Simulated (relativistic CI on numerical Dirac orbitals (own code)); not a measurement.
# Radial parameters of Er²⁰⁺

Method of calculation: Dirac-Coulomb-Breit CI, orbitals from a KLI potential per configuration, model QED (radiative potential, 1s self-energy scaled to tabulated hydrogen-like ionisation energies), unscaled Slater integrals (own radial code, finite nucleus).

Slater integrals F^k, G^k are unscaled and averaged over j, outside the closed core [Ar] 3d10 4s2; ζ comes from projecting the Hamiltonian with its Breit term on Σ l·s of the shell.

- 4p⁶4d¹⁰4f²: F^2(4f,4f) = 192150, F^4(4f,4f) = 124430, F^6(4f,4f) = 90729, ζ(4f) = 4081.3 cm⁻¹; <r>(4f) = 0.5371, <r^2>(4f) = 0.3337 (bohr units).
- 4p⁶4d¹⁰4f5s: ζ(4f) = 4226.8, G^3(4f,5s) = 30475 cm⁻¹; <r>(4f) = 0.5309, <r^2>(4f) = 0.3259, <r>(5s) = 0.9376, <r^2>(5s) = 0.9786 (bohr units).
- 4p⁶4d¹⁰4f5p: ζ(4f) = 4249.7, F^2(4f,5p) = 83253, G^2(4f,5p) = 26879, G^4(4f,5p) = 24963, ζ(5p) = 79881 cm⁻¹; <r>(4f) = 0.5305, <r^2>(4f) = 0.3254, <r>(5p) = 0.9924, <r^2>(5p) = 1.1 (bohr units).

Averages of the first 10 configurations, taken without configuration mixing, which lowers the lowest level and can move excited configurations by several eV; other configurations of the list can lie among them:

| Configuration | Parity | States | Average energy above the lowest level (eV) |
| --- | --- | --- | --- |
| 4p⁶4d¹⁰4f² | even | 91 | 4.5 |
| 4p⁶4d¹⁰4f5s | odd | 28 | 56.5 |
| 4p⁶4d¹⁰5s² | even | 1 | 116.7 |
| 4p⁶4d¹⁰4f5p | even | 84 | 100.3 |
| 4p⁶4d⁹4f³ | odd | 3640 | 180.0 |
| 4p⁶4d¹⁰5s5p | odd | 12 | 158.2 |
| 4p⁶4d¹⁰5p² | even | 15 | 204.3 |
| 4p⁶4d¹⁰5s5d | even | 20 | 221.8 |
| 4p⁶4d¹⁰4f5d | odd | 140 | 161.7 |
| 4p⁶4d¹⁰5p5d | odd | 60 | 265.9 |
